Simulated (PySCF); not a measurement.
# Reading the logs of faulty runs: BGeH7NSi

Calculated results; nothing here was measured. They come from PySCF 2.14.0, an open-source quantum chemistry program, on an isolated molecule that a program drew, which may never have been made. The molecule is BGeH7NSi (charge 0, doublet), drawn as the SMILES string `BN[SiH2][GeH2]`.

Each row is a Hartree-Fock (HF) and frozen-core CCSD(T) single point in the cc-pV(D+d)Z basis, meant for a local HF minimum. Run 1 is clean. Each other run has one planted mistake out of seven kinds, and not every kind appears here: one electron removed, one electron added, multiplicity raised by two, geometry at a saddle point, minimal basis STO-3G, one bond length entered in bohr, all coordinates scaled. The reference is restricted for singlets and unrestricted otherwise, and also for a bond in bohr. Adding or removing an electron swaps singlet and doublet. Electrons count all cores. HOMO and LUMO are orbital energies over both spins, the gradient is its largest component, and the lowest frequency (negative if imaginary) is given only where the gradient is small. Bond lengths are over the 10 bonds as drawn. T1 is the CCSD diagnostic: over 0.02 (restricted) or 0.045 (unrestricted) a single reference is doubtful. Germanium has the cc-pVDZ-PP basis, with a core potential (ECP10MDF) in place of its 10 inner electrons, and its 3s, 3p and 3d shells are frozen in CCSD(T).

Geometry of the clean run:
```xyz
11
BGeH7NSi, angstrom
B    -0.6093    3.1821   -1.3934
N    -1.3764    2.0079   -1.4581
Si   -1.1427    0.4518   -0.6874
Ge    0.8555    0.4098    0.6348
H     0.3903    3.2125   -0.7277
H    -0.9580    4.1556   -2.0059
H    -2.1996    2.0685   -2.0319
H    -1.0303   -0.6067   -1.7189
H    -2.3408    0.1328    0.1268
H     0.8925    1.4189    1.7889
H     1.1221   -1.0002    1.1857
```

```
run  electrons  basis functions  <S^2>  HOMO (eV)  LUMO (eV)  gradient (hartree/bohr)  lowest frequency (cm^-1)  mean bond (Å)  longest bond (Å)      T1  HF (hartree)  CCSD(T) (hartree)                     mistake
  1         65              109  0.757      -8.57       0.91                  1.3e-05                        43         1.4997             2.396  0.0141    -665.55436         -666.06468                    no fault
  2         64              109  0.000     -15.88      -6.82                  5.2e-02                         -         1.4997             2.396  0.0145    -665.27162         -665.77149        one electron removed
  3         65              109  0.757      -8.52       1.01                  3.2e-02                         -         1.4457             2.310  0.0133    -665.54036         -666.04569      all coordinates scaled
  4         65              109  3.777      -4.97      -0.80                  1.4e-01                         -         1.4997             2.396  0.0174    -665.34993         -665.83112  multiplicity raised by two
  5         65              109  1.322      -8.58       0.48                  1.8e-02                         -         1.6365             2.905  0.0328    -665.46341         -665.96122                           ?
  6         66              109  0.000      -0.81       7.28                  4.0e-02                         -         1.4997             2.396  0.0151    -665.55044         -666.09179                           ?
```

**Which mistake was planted in run 5, and what did it cost?**

The mean bond changes by a factor of 1.091 and the longest by 1.212, so the molecule wasn't scaled as a whole. A length L in bohr read as angstrom grows by (1/0.5292 - 1) L = 0.890 L. The 10 bonds together grew by 10 x 0.1368 = 1.368 Å, which gives L = 1.538 Å. That is the length of one of the Ge-H bonds, 1.537 Å in the clean geometry. So the mistake is: one bond length entered in bohr. Subtracting run 1 and multiplying by 627.51 kcal/mol a hartree, the energy moved by 57.1 kcal/mol in HF and 64.9 kcal/mol in CCSD(T).

**Which mistake was planted in run 6, and what did it cost?**

It counts 66 electrons, one more than the clean run, at the same geometry and basis. So the mistake is: one electron added. Subtracting run 1 and multiplying by 627.51 kcal/mol a hartree, the energy moved by 2.5 kcal/mol in HF and -17.0 kcal/mol in CCSD(T).

